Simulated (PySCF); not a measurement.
MoO4, charge -2, singlet, geometry from GFN2-xTB (such geometries of metal compounds can be far from the true shape) (all electrons, no relativity); R2SCAN/3-21G run with PySCF.

Here is a job for PySCF.
```python
from pyscf import gto, scf, dft

mol = gto.Mole()
mol.atom = '''
    Mo    0.00000000   -0.00000000    0.00000000
    O     1.39196717   -0.30250817   -0.96057373
    O     0.47788879    0.29669542    1.62338530
    O    -0.83104508    1.37333660   -0.61245111
    O    -1.03881088   -1.36752385   -0.05036046
'''
mol.basis = '3-21g'
mol.charge = -2
mol.verbose = 4
mol.build()

mf = dft.RKS(mol)
mf.xc = 'r2scan'
mf.diis_space = 2
mf.kernel()
```

**Question.** Write the output that PySCF gives for this input, abridged.

**Answer.** 
```
PySCF version 2.14.0

[INPUT] verbose = 4
[INPUT] num. atoms = 5
[INPUT] num. electrons = 76
[INPUT] charge = -2
[INPUT] spin (= nelec alpha-beta = 2S) = 0
[INPUT] symmetry False subgroup None
[INPUT] Mole.unit = angstrom
[INPUT] Symbol           X                Y                Z      unit          X                Y                Z       unit  Magmom
[...]
nuclear repulsion = 486.387477160028
number of shells = 34
number of NR pGTOs = 141
number of NR cGTOs = 72
basis = 3-21g
ecp = {}

******** <class 'pyscf.dft.rks.RKS'> ********
method = RKS
initial guess = minao
damping factor = 0
level_shift factor = 0
DIIS = <class 'pyscf.scf.diis.CDIIS'>
diis_start_cycle = 1
diis_space = 2
diis_damp = 0
SCF conv_tol = 1e-09
SCF conv_tol_grad = None
SCF max_cycles = 50
direct_scf = True
direct_scf_tol = 1e-13
XC library pyscf.dft.libxc version 7.1.2
    S. Lehtola, C. Steigemann, M. J. T. Oliveira, and M. A. L. Marques,  SoftwareX 7, 1–5 (2018)
XC functionals = r2scan
    J. W. Furness, A. D. Kaplan, J. Ning, J. P. Perdew, and J. Sun,  J. Phys. Chem. Lett. 11, 8208–8215 (2020)
    J. W. Furness, A. D. Kaplan, J. Ning, J. P. Perdew, and J. Sun,  J. Phys. Chem. Lett. 11, 9248–9248 (2020)
    J. W. Furness, A. D. Kaplan, J. Ning, J. P. Perdew, and J. Sun,  J. Phys. Chem. Lett. 11, 8208–8215 (2020)
    J. W. Furness, A. D. Kaplan, J. Ning, J. P. Perdew, and J. Sun,  J. Phys. Chem. Lett. 11, 9248–9248 (2020)
radial grids:
    Treutler-Ahlrichs [JCP 102, 346 (1995); DOI:10.1063/1.469408] (M4) radial grids

becke partition: Becke, JCP 88, 2547 (1988); DOI:10.1063/1.454033
pruning grids: <function nwchem_prune>
grids dens level: 3
symmetrized grids: False
atomic radii adjust function: <function treutler_atomic_radii_adjust>
small_rho_cutoff = 0
Set gradient conv threshold to 3.16228e-05
Initial guess from minao.
tot grids = 78768
init E= -4252.14642486479
[...]
cycle= 1 E= -4256.15097466349  delta_E=   -4  |g|= 2.71  |ddm|= 3.06
[...]
cycle= 2 E= -4240.80509053517  delta_E= 15.3  |g|= 6.84  |ddm|= 15.4
[...]
cycle= 3 E= -4257.84658101184  delta_E=  -17  |g|= 0.292  |ddm|= 14.7
[...]
cycle= 4 E= -4257.84943136525  delta_E= -0.00285  |g|= 0.289  |ddm|=    1
[...]
cycle= 5 E= -4257.76298338405  delta_E= 0.0864  |g|= 0.747  |ddm|= 0.627
[...]
cycle= 6 E= -4257.86721443085  delta_E= -0.104  |g|= 0.136  |ddm|= 0.568
[...]
cycle= 7 E= -4257.86014979457  delta_E= 0.00706  |g|= 0.209  |ddm|= 0.411
[...]
cycle= 8 E= -4257.86900146991  delta_E= -0.00885  |g|= 0.121  |ddm|= 0.223
[...]
cycle= 19 E= -4257.8611164284  delta_E= 0.00649  |g|= 0.225  |ddm|= 0.199
[...]
cycle= 20 E= -4257.84068888951  delta_E= 0.0204  |g|= 0.38  |ddm|= 0.425
[...]
cycle= 21 E= -4257.80699250568  delta_E= 0.0337  |g|= 0.567  |ddm|= 0.606
[...]
cycle= 22 E= -4257.7405986536  delta_E= 0.0664  |g|= 0.774  |ddm|= 0.731
[...]
cycle= 23 E= -4257.48049782682  delta_E= 0.26  |g|= 1.34  |ddm|= 1.65
[...]
cycle= 24 E= -4257.24861508983  delta_E= 0.232  |g|= 1.79  |ddm|=  1.9
[...]
cycle= 25 E= -4251.57433386613  delta_E= 5.67  |g|= 4.28  |ddm|= 7.81
[...]
cycle= 26 E= -4249.68484743021  delta_E= 1.89  |g|=  4.9  |ddm|= 9.07
[...]
cycle= 27 E= -4233.37349056935  delta_E= 16.3  |g|= 7.19  |ddm|= 10.9
[...]
cycle= 28 E= -4235.4909142197  delta_E= -2.12  |g|= 6.26  |ddm|= 13.2
[...]
cycle= 29 E= -4231.48883912859  delta_E=    4  |g|= 6.72  |ddm|= 17.8
[...]
cycle= 30 E= -4222.35384575002  delta_E= 9.13  |g|= 8.74  |ddm|= 16.8
[...]
cycle= 31 E= -4230.62183872315  delta_E= -8.27  |g|= 7.76  |ddm|=   13
[...]
cycle= 32 E= -4228.56042621391  delta_E= 2.06  |g|= 7.32  |ddm|= 19.1
[...]
cycle= 33 E= -4221.84198295851  delta_E= 6.72  |g|= 8.33  |ddm|= 18.5
[...]
cycle= 34 E= -4231.64159488237  delta_E= -9.8  |g|= 7.24  |ddm|=   14
[...]
cycle= 35 E= -4229.23027408678  delta_E= 2.41  |g|= 7.13  |ddm|= 19.7
[...]
cycle= 36 E= -4219.8309442589  delta_E=  9.4  |g|= 8.13  |ddm|= 18.4
[...]
cycle= 37 E= -4231.15231095902  delta_E= -11.3  |g|= 7.36  |ddm|= 15.3
[...]
cycle= 38 E= -4229.30428872944  delta_E= 1.85  |g|= 7.08  |ddm|= 19.5
[...]
cycle= 39 E= -4218.42064955495  delta_E= 10.9  |g|= 7.91  |ddm|= 19.3
[...]
cycle= 40 E= -4231.47344001456  delta_E= -13.1  |g|= 7.23  |ddm|=   16
[...]
cycle= 41 E= -4229.32546861438  delta_E= 2.15  |g|= 7.08  |ddm|= 19.5
[...]
cycle= 42 E= -4217.99395812251  delta_E= 11.3  |g|= 7.88  |ddm|= 19.3
[...]
cycle= 43 E= -4231.46470521123  delta_E= -13.5  |g|= 7.23  |ddm|= 16.4
[...]
cycle= 44 E= -4229.41870481514  delta_E= 2.05  |g|= 7.05  |ddm|= 19.5
[...]
cycle= 45 E= -4217.85828556464  delta_E= 11.6  |g|= 7.89  |ddm|= 19.3
[...]
cycle= 46 E= -4231.6155837862  delta_E= -13.8  |g|= 7.19  |ddm|= 16.3
[...]
cycle= 47 E= -4229.35557809407  delta_E= 2.26  |g|= 7.07  |ddm|= 19.4
[...]
cycle= 48 E= -4218.02932518381  delta_E= 11.3  |g|= 7.89  |ddm|= 19.3
[...]
cycle= 49 E= -4231.51357659803  delta_E= -13.5  |g|= 7.22  |ddm|= 16.4
[...]
cycle= 50 E= -4229.40140652131  delta_E= 2.11  |g|= 7.05  |ddm|= 19.4
SCF not converged.
SCF energy = -4229.40140652131
```

Convergence was not reached.
